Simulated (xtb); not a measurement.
C₃HBrClF, SMILES FC=C=C(Cl)Br. All values are semi-empirical tight-binding results from xtb (GFN2-xTB unless named), good for trends rather than for accurate numbers. Geometry optimised at GFN2-xTB. The structure was generated by enumeration, and PubChem lists no compound with its InChIKey, so it may never have been made.

Optimised geometry:

```xyz
7

F     -3.3324    -0.6742     0.4371
C     -2.5410     0.1271    -0.2846
C     -1.2522    -0.0258    -0.3482
C      0.0337    -0.1812    -0.3905
Cl     0.8483    -1.1452    -1.5652
Br     1.1779     0.7176     0.8461
H     -3.0993     0.8984    -0.8000
```

The orbital gap comes out as 4.01 eV. The zero-point energy comes out as 17.9 kcal/mol, the G − E(el) at 298.15 K (modified RRHO) is -2.9 kcal/mol and the static polarisability (D4 model) is 69.0 bohr³. The solvation energy, GFN2-xTB/ALPB(water) is -1.5 kcal/mol. The solvation energy, GFN2-xTB/ALPB(hexane) comes out as -5.0 kcal/mol.

Computed atomic charges and the Wiberg bond orders between heavy atoms:
charges (e) F1 -0.18, C2 0.15, C3 -0.04, C4 0.17, Cl5 -0.09, Br6 -0.08, H7 0.09. Bond orders F1–C2 0.99, C2–C3 1.86, C3–C4 1.87, C4–Cl5 1.00, C4–Br6 0.97.
